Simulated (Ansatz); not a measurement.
Abridged output of a molecular run in Ansatz:

```
Functional definition: HF
1289 factors; integrals over basis functions are off by at most 1.2e-3 eV
mean field evaluation 1: about -16453.4580 eV, gradient 2.8e1 eV
mean field evaluation 2: about -16453.6079 eV, gradient 2.8e1 eV
mean field evaluation 4: about -16455.5272 eV, gradient 2.6e0 eV
mean field evaluation 8: about -16455.5667 eV, gradient 1.3e-1 eV
mean field -16455.56675742 eV, -604.7309243513 hartree, gradient 2.7e-6 eV, S^2 0.000000; 0 other end points of the search recorded, 0 dependent functions left out
10 core orbitals not correlated: weight in the atoms' cores, before any rotation towards them, 1.000 or more for the frozen orbitals, at most 0.000 for the correlated occupied ones
reference -16455.56675742 eV, -604.7309243513 hartree; 15, 15 occupied and 168, 168 virtual orbitals, 1289 factors
second order -19.38748402 eV of doubles, -0.00000000 eV of singles
cycle   1  -19.55483249 eV  change   -1.7e-1 eV  update   1.0e-1
cycle   2  -20.08010609 eV  change   -5.3e-1 eV  update   3.1e-2
cycle   3  -20.17475183 eV  change   -9.5e-2 eV  update   1.6e-2
cycle   4  -20.16416661 eV  change    1.1e-2 eV  update   4.0e-3
cycle   5  -20.16083337 eV  change    3.3e-3 eV  update   1.5e-3
cycle   6  -20.16114824 eV  change   -3.1e-4 eV  update   4.4e-4
cycle   7  -20.16097994 eV  change    1.7e-4 eV  update   1.6e-4
cycle   8  -20.16090313 eV  change    7.7e-5 eV  update   4.5e-5
cycle   9  -20.16092042 eV  change   -1.7e-5 eV  update   1.9e-5
perturbative correction -0.55510688 eV, -0.0203998014 hartree
Total energy: -16476.28278471 eV, -605.4922243126 hartree
```

Its atoms:

Cartesian coordinates in Å:
```
F -1.857 -1.211 -0.835
Si -0.514 -0.382 -1.136
Sn 0.523 0.385 1.083
H 0.406 -1.272 -1.891
H -0.881 0.772 -1.997
H -0.549 1.399 1.939
H 0.914 -0.952 2.067
H 1.957 1.260 0.770
```

Which basis set was used?
A. def2-TZVPP
B. def2-QZVPP
C. def2-TZVPPD
D. cc-pV(D+d)Z

A. It gives 193 functions.

Write the keys of the input that set method, charge and spin (a neutral closed shell needs none for the last two).


```yaml
correlation: {method: ccsd_t}
```
